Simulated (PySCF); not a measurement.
Al(OH)(SH)2 (AlH3OS2), SMILES [Al]([OH])([SH])[SH]. Atoms are numbered in the order given.

```xyz
7

Al     0.3736     0.0009     0.0000
O      2.0639    -0.1596     0.0000
H      2.7330     0.5296     0.0000
S     -0.8034    -1.8378     0.0000
H      0.3064    -2.6149     0.0000
S     -0.6063     1.9580     0.0000
H     -1.8526     1.4283     0.0000
```

Coordinates come from a B3LYP-D3(BJ)/def2-SVP optimisation. The values are those of a single conformer.

The numbers are results of PBE0/def2-TZVP run with PySCF, not measurements.

Isolated molecule, no solvent.

Question: Estimate the frontier levels, gap, dipole moment and polarisability. (An estimate is asked for; the answer gives what the named calculation found.)

Answer: 
- highest occupied level = -7.62 eV
- lowest empty level = -0.57 eV
- orbital gap = 7.05 eV
- dipole moment = 0.206 e·Å
- quadrupole, principal values (traceless, Buckingham form, about the centre of nuclear charge) = -3.96, -1.75, 5.72 D·Å
- mean static polarisability = 65.2 bohr³ (9.67 Å³)
- polarisability, principal values = 50.4, 64.1, 81.1 bohr³
